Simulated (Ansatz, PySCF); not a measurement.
Gas-phase reaction (SMILES): F[SiH2][SiH](F)F -> F[SiH2][Si](F)F + H atom; the H-Si bond at the site shown breaks (other sites are not compared here).

Structures are relaxed separately at B3LYP-D3(BJ)/def2-TZVP in Ansatz (a quantum-chemistry and plane-wave program), one conformer each, not searched for the lowest. Correlated levels leave the core frozen unless marked. Open shells are spin-unrestricted. No spin-orbit coupling. No relativistic terms. Basis-set limits of correlation are two-point, X^-3; Hartree-Fock from the larger set. Thermal terms are rigid-rotor harmonic-oscillator values from B3LYP-D3(BJ) frequencies (PySCF) at 298.15 K and 1 atm. 1 Eh = 627.5095 kcal/mol. Atoms have translation alone. Electronic entropy comes from spin alone.

```csv
species,"E, CCSD(T)/CBS(cc-pV(T+d)Z,cc-pV(Q+d)Z) (Ansatz) (Eh)","E, PBE/def2-TZVPD (Ansatz) (Eh)",H - E (Eh),G - E (Eh)
F[SiH2][SiH](F)F,-879.51033,-880.07156,0.04297,0.00270
F[SiH2][Si](F)F,-878.85472,-879.43128,0.03359,-0.00746
H atom,-0.49995,-0.49962,0.00236,-0.01065
```

**Question.** Work out ΔE and ΔH, ΔG, ΔS and the equilibrium constant at 298.15 K at the first level, then ΔH at the second.

**Answer.** 
1. ΔE = [(-878.85472) + (-0.49995)] - [(-879.51033)] = 0.15566 Eh = 97.7 kcal/mol at CCSD(T)/CBS(cc-pV(T+d)Z,cc-pV(Q+d)Z).
2. The terms H - E add up to -0.00702 Eh, so ΔH = (0.15566 + (-0.00702))×627.5095 = 93.3 kcal/mol.
3. The terms G - E add up to -0.02081 Eh, so ΔG = 84.6 kcal/mol, and ΔS = (-0.00702 - (-0.02081))×627509.5/298.15 = 29.0 cal/(mol K).
4. log10 K = -ΔG/(RT ln 10) = -62.0, with RT ln 10 = 1.3642 kcal/mol.
5. With ΔH and ΔS taken as constant, ΔG changes sign near ΔH/ΔS = 3220 K, a rough figure that leaves out heat capacities.
6. At PBE/def2-TZVPD the same steps give ΔE = 88.3 and ΔH = 83.9 kcal/mol, a shift of -9.4 from the first level.
7. These values are not checked against measurement here, since the tables used lack a sound gas-phase enthalpy of formation for at least one species.
